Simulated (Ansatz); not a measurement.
AlFH4SSi (`[F][AlH][S][SiH3]`), relaxed with RKS PBE-D4/def2-SVP in Ansatz 0.2.0 from a rough embedded geometry. The force threshold is 0.03 eV/Å; the program also tests the step.

The species carries charge 0 and has multiplicity 1.

Start:

```xyz
8

F     0.711   -2.454    1.416
Al    0.142   -0.750    1.593
S     1.220    0.895    0.463
Si    0.004    0.695   -1.169
H    -1.117   -0.368    2.517
H     0.049   -0.664   -1.777
H     0.405    1.666   -2.237
H    -1.414    0.980   -0.805
```

```
         step  energy (eV)  largest force (eV/Å)  largest move (Å)
            1  -28069.5743                 2.508             0.000
            2  -28069.8919                 1.406             0.106
            3  -28069.9407                 0.368             0.144
            4  -28069.9528                 0.190             0.045
            5  -28069.9597                 0.117             0.102
            6  -28069.9674                 0.249             0.195
            7  -28069.9715                 0.373             0.136
            8  -28069.9775                 0.456             0.106
            9  -28070.0214                 0.173             0.200
           10  -28070.0428                 0.327             0.195
11 (rejected)  -28070.0146                 1.031             0.196
           12  -28070.0603                 0.223             0.098
           13  -28070.0726                 0.126             0.100
           14  -28070.0857                 0.089             0.150
15 (rejected)  -28070.0842                 0.594             0.195
           16  -28070.0916                 0.124             0.098
           17  -28070.0931                 0.249             0.096
           18  -28070.0973                 0.013             0.068
           19  -28070.0975                 0.104             0.054
           20  -28070.0981                 0.012             0.025
```

End:

```xyz
8

F     1.049   -1.711    2.812
Al    0.229   -0.910    1.588
S     1.467   -0.143   -0.044
Si   -0.087    0.723   -1.291
H    -1.345   -0.759    1.690
H    -0.409   -0.194   -2.435
H     0.436    2.023   -1.826
H    -1.340    0.970   -0.494
```

Run time 36 s (2 threads of an Arm Neoverse V1 on a shared host); peak host memory 0.15 GiB.
